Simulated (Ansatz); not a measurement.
The same path of CH3 + ClGeH3 (9 atoms, charge 0, multiplicity 2) was run 3 times with different band settings. Lost on the way: Cl1–Ge2. Made: Cl1–C3.

Level of theory: UKS B3LYP-D4/def2-SVP in Ansatz.

Relaxed end points:

```xyz
9
Properties=species:S:1:pos:R:3
Cl 0.330 -0.092 0.104
Ge 2.277 -0.424 1.028
C -2.691 0.504 -1.210
H 2.086 -0.354 2.553
H 3.222 0.684 0.533
H 2.770 -1.814 0.591
H -2.208 0.793 -2.145
H -2.840 1.244 -0.423
H -2.946 -0.542 -1.030
```

```xyz
9
Properties=species:S:1:pos:R:3
Cl -0.735 0.097 -0.402
Ge 2.466 -0.456 1.110
C -2.370 0.437 -1.073
H 2.274 -0.385 2.645
H 3.444 0.648 0.639
H 2.992 -1.853 0.697
H -2.261 0.785 -2.109
H -2.848 1.213 -0.462
H -2.962 -0.486 -1.045
```

Common settings: movable images 5; climbing image yes; optimiser quadratic models (default); start path through a guess of the saddle point; end points relaxed.

| run | spring | force threshold | iteration limit |
| --- | --- | --- | --- |
| 1 | 5.0 eV/Å² | 0.05 eV/Å | 50 |
| 2 | 2.0 to 10.0 eV/Å², energy-weighted | 0.05 eV/Å | 59 |
| 3 | 5.0 eV/Å² | 0.5 eV/Å | 60 |

Task: What does each run give, and how far can it be trusted?

Result: Run 1: converged after 7 iterations, highest image 0.769 eV above the first end. A vibrational analysis at the climbing image gives one clearly imaginary mode, 365i cm⁻¹, and a faint second one (32i cm⁻¹) that may be numerical noise or a soft torsion: probably a first-order saddle point.
Run 2: converged after 8 iterations, highest image 0.769 eV above the first end. Another band between the same ends (5 images) ends at a top of the same energy, where a vibrational analysis finds 1 clearly imaginary mode.
Run 3: converged after 5 iterations, highest image 0.758 eV above the first end. The threshold of 0.5 eV/Å is loose, so the images may lie well off the minimum-energy path. The order of the stationary point at the top wasn't checked.
